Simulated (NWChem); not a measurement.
# Correlation energy of HSi

```xyz
2

Si     0.0000     0.0000     0.1027
H      0.0000     0.0000    -1.4375
```
Charge 0, spin multiplicity 2.

All runs are NWChem calculations. All single points use one geometry, from UPBE0/def2-SVP, a minimum by its harmonic frequencies.

Basis set: cc-pVQZ. Each correlation energy counts from its own Hartree-Fock reference.

The correlated methods keep 5 core orbitals frozen. This spin state was chosen for the runs; another may lie lower. The structure started from a generated list of species. The unpaired electrons of the parent sit in orbitals of symmetry b1 (C2v labels of the run); other states weren't searched. The stability of the SCF solutions was not checked. Open-shell Hartree-Fock references start from PBE0 orbitals. Coupled-cluster values serve here as a point of comparison, not as the truth.

```json
[
 {"method": "URI-MP2", "correlation energy (mHa)": "-86.1"},
 {"method": "SCS-UMP2", "correlation energy (mHa)": "[?]"},
 {"method": "CCSD(T) on ROHF", "correlation energy (mHa)": "-117.1"},
 {"method": "CCSD[T] on ROHF", "correlation energy (mHa)": "-117.1"},
 {"method": "CCSD on ROHF", "correlation energy (mHa)": "[?]"},
 {"method": "UMP2", "correlation energy (mHa)": "-86.1"}
]
```

**Question.** Some entries are withheld; supply them.

**Answer.** 
- SCS-UMP2, correlation energy (mHa): -94.7
- CCSD on ROHF, correlation energy (mHa): -113.3
